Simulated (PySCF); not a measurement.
C₂H₈OSi₂, SMILES C=C[SiH2]O[SiH3]. Atoms are numbered in the order given.

```xyz
13

C     -1.2873    -2.2823     0.0000
C      0.0498    -2.2357     0.0000
Si     0.9721    -0.6182     0.0000
O     -0.1611     0.5985     0.0000
Si    -0.3127     2.2494     0.0000
H     -1.8846    -1.3630     0.0000
H     -1.8390    -3.2301     0.0000
H      0.6113    -3.1801     0.0000
H      1.8435    -0.4953     1.2069
H      1.8435    -0.4953    -1.2069
H      0.3342     2.8295     1.2131
H      0.3342     2.8295    -1.2131
H     -1.7610     2.5887     0.0000
```
Charge 0, spin multiplicity 1.

The structure is a stationary point at ωB97X-D3(BJ)/def2-SVP. Other conformers were not sampled.

Level of theory: KT2/pcSseg-1 (PySCF).

GIAO shieldings, no solvent; atoms alike by connectivity are averaged. δ = σ(ref) − σ: ¹³C against TMS (σ = 185.1 ppm); ²⁹Si against TMS (σ = 361.9 ppm); ¹⁷O against H2O (σ = 330.4 ppm); ¹H against TMS (σ = 31.47 ppm), references at their B3LYP-D3(BJ)/def2-TZVP geometries, non-relativistic.

Computed chemical shifts:
```
nucleus          atoms  count  δ (ppm)
-------  -------------  -----  -------
¹³C                 C1      1    136.4
¹³C                 C2      1    131.0
²⁹Si               Si3      1    -25.5
²⁹Si               Si5      1    -32.0
¹⁷O                 O4      1      2.0
¹H              H6, H7      2     6.56
¹H                  H8      1     6.22
¹H             H9, H10      2     5.63
¹H       H11, H12, H13      3     5.50
```
